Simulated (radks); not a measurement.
Spherical quantum dot in the effective-mass picture: electrons in a parabolic well V = omega^2 r^2 / 2 with omega = 1.33, all in effective atomic units (hartree* = m*/eps^2 hartree, bohr* = eps/m* bohr), one dielectric constant everywhere. Method: non-relativistic Kohn-Sham, exchange-only LDA, spin-polarised, spherical densities; computed with a radial shooting solver with Libxc functionals. Levels are named by radial order and angular momentum (1s, 1p, 1d, 2s, ...), and open shells are averaged over m.

N = 15, configuration 1s2 1p6 1d(up 5, down 2). This is the lowest configuration that the search found. Occupied and some empty levels:

level,occupation,eigenvalue (hartree*),<r> (bohr*)
1s up,1,10.248,1.321
1s down,1,10.305,1.304
1p up,3,10.986,1.671
1p down,3,11.061,1.665
1d up,5,11.804,1.922
1d down,2,11.884,1.923
2s up,0,11.948,1.694
2s down,0,12.002,1.703
1f up,0,12.692,2.124
1f down,0,12.771,2.129
2p up,0,12.913,1.920
2p down,0,12.968,1.924

Energy (hartree*): total 113.662, kinetic 18.341, external 44.001, Hartree 58.070, exchange-correlation -6.7501.
